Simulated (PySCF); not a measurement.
Species: difluoro(dimethyl)germane, C$_{2}$H$_{6}$F$_{2}$Ge (charge 0, singlet). SMILES: [CH3][Ge]([CH3])([F])[F]
Geometry: optimised at B3LYP-D3(BJ)/def2-TZVP (Ansatz).

Dispersion corrections to the total energy (kcal/mol) from the dftd3 and dftd4 libraries through PySCF: D3(BJ) without and D4 with the three-body term, each with the damping fitted for the functional named.

```json
[
 {"functional": "HF", "D3(BJ)": "-35.94", "D4": "-15.84"},
 {"functional": "revPBE", "D3(BJ)": "-10.92", "D4": "-13.63"},
 {"functional": "r2SCAN", "D3(BJ)": "-1.25", "D4": "-1.13"},
 {"functional": "BLYP", "D3(BJ)": "-9.55", "D4": "?"},
 {"functional": "LC-wPBE", "D3(BJ)": "?", "D4": "-5.09"},
 {"functional": "PW6B95", "D3(BJ)": "-2.39", "D4": "?"},
 {"functional": "BHLYP", "D3(BJ)": "-6.37", "D4": "-5.62"}
]
```

### Question
Complete the blanks.

### Answer

- BLYP, D4: -9.97
- LC-wPBE, D3(BJ): -4.29
- PW6B95, D4: -4.02
